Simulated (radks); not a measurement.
Question: Valence configurations of Tm I (all share [Xe]). Calculated with a radial shooting solver on a logarithmic mesh with Libxc functionals: scalar-relativistic Kohn-Sham, LDA (Slater exchange, Perdew-Wang correlation), spin-polarised, spherical densities, finite nucleus; open shells are filled with parallel spins first (spin-orbit coupling, left out, can overturn this in heavy ions); Fermi nuclear charge, rms radius 5.2256 fm. Order these by energy: 4f13 6s1.5 6p0.5; 4f13 6s2; 4f12 6s2 6p1; 4f12 5d1 6s2; 4f13 5d1 6s1; 4f12.5 5d0.5 6s2; 4f12.5 6s1.5 6p1; 4f13 6s1 6p1.

Answer: From the lowest, in eV above it: 4f13 6s2 0.000; 4f13 6s1.5 6p0.5 1.342; 4f12.5 5d0.5 6s2 1.536; 4f13 6s1 6p1 2.505; 4f13 5d1 6s1 2.642; 4f12.5 6s1.5 6p1 3.268; 4f12 5d1 6s2 4.192; 4f12 6s2 6p1 5.610. NIST lists [Xe] 4f13 6s2 as the ground configuration; this level of theory agrees among the configurations tried. The energies are those of spherical high-spin densities, not of single terms. No valid solution was reached for [Xe] 4f14 6s1; [Xe] 4f14 6s0.5 6p0.5.
